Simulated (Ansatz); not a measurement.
Ga₇. The state is a doublet with charge 0. Geometry PBE-D4/def2-SVP; atoms count from 1.

```xyz
7

Ga    0.7113    1.9107   -1.0817
Ga    1.2359    0.8997    1.3402
Ga   -1.2301    1.1274    0.8971
Ga    1.0081   -1.5964    0.8777
Ga    1.1632   -0.6979   -1.4989
Ga   -1.2859   -0.1260   -1.3979
Ga   -1.6026   -1.5175    0.8636
```

The structure comes from a short search, and lower isomers may exist.

Problem. Estimate the Mulliken populations from the PBE0/def2-SVP orbitals of Ansatz.

Solution. 
| atom | charge (e) | spin (α − β) |
| --- | --- | --- |
| Ga1 | 0.03 | 0.46 |
| Ga2 | -0.01 | -0.05 |
| Ga3 | -0.05 | 0.14 |
| Ga4 | 0.03 | -0.07 |
| Ga5 | -0.02 | -0.04 |
| Ga6 | -0.04 | 0.14 |
| Ga7 | 0.05 | 0.41 |
Mulliken values and Mayer orders depend strongly on the basis.

Problem. Where does the spin sit?

Solution. Summed by element: Ga 1.00, of 1 unpaired in all. Largest on single atoms: Ga1 0.46, Ga7 0.41, Ga6 0.14.

Problem. And the Mayer bond orders between bonded heavy atoms (over 0.3)?

Solution. Ga1–Ga2 0.46 (2.68 Å); Ga1–Ga3 0.38 (2.88 Å); Ga1–Ga5 0.46 (2.68 Å); Ga1–Ga6 0.38 (2.87 Å); Ga2–Ga3 0.61 (2.52 Å); Ga2–Ga4 0.61 (2.55 Å); Ga3–Ga6 0.47 (2.62 Å); Ga3–Ga7 0.51 (2.67 Å); Ga4–Ga5 0.62 (2.55 Å); Ga4–Ga7 0.57 (2.61 Å); Ga5–Ga6 0.61 (2.52 Å); Ga6–Ga7 0.51 (2.67 Å). Values over 0.3 also appear between atoms too far apart for a bond (Ga2–Ga5 0.32 at 3.26 Å; Ga2–Ga6 0.31 at 3.86 Å; Ga3–Ga5 0.31 at 3.85 Å); they arise where an orbital or an unpaired electron spreads over both atoms.
